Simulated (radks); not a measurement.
Results of a calculation; reference values are marked as such.
Er V, configuration [Xe] 4f10.

Code: a radial shooting solver on a logarithmic mesh with Libxc functionals. Model: scalar-relativistic Kohn-Sham, PBE, spin-unpolarised, spherical densities, point nucleus.

Energy parts (hartree):
total: -13083.0535
kinetic: 14186.8892
electron-nucleus: -31983.8004
Hartree: 4989.5626
exchange-correlation: -275.7050

Orbitals (lengths in bohr, moments of r in powers of bohr):
orbital  occ.  eigenvalue (hartree)      <r^4>      <r^2>      <r>   <1/r>
1s          2             -2110.564  8.638e-07  0.0005677  0.02037   77.58
2s          2             -356.2628  0.0001343   0.008834  0.08646   18.06
2p          6             -315.3003  0.0001022   0.007188  0.07672   16.67
3s          2             -81.45669   0.005075    0.05803   0.2253   6.658
3p          6             -68.99923   0.005363    0.05843   0.2245   6.219
3d         10             -53.41485   0.004210    0.04875   0.2038   5.894
4s          2             -17.71203     0.1223     0.2902   0.5070   2.818
4p          6             -13.60451     0.1610     0.3283   0.5373   2.580
4d         10              -8.10273     0.2458     0.3893   0.5795   2.285
5s          2              -3.65012      3.827      1.621    1.203   1.104
5p          6              -2.62728      6.911      2.151    1.382  0.9451
4f         10              -2.06531      1.084     0.6707   0.7274   1.762
5d          0              -1.40274      25.20      3.997    1.872  0.6810
6s          0              -1.23389      92.29      8.155    2.710  0.4750

The highest occupied level is 4f at -56.200 eV. The density falls to 0.001 e/bohr^3 at r = 2.98 bohr.
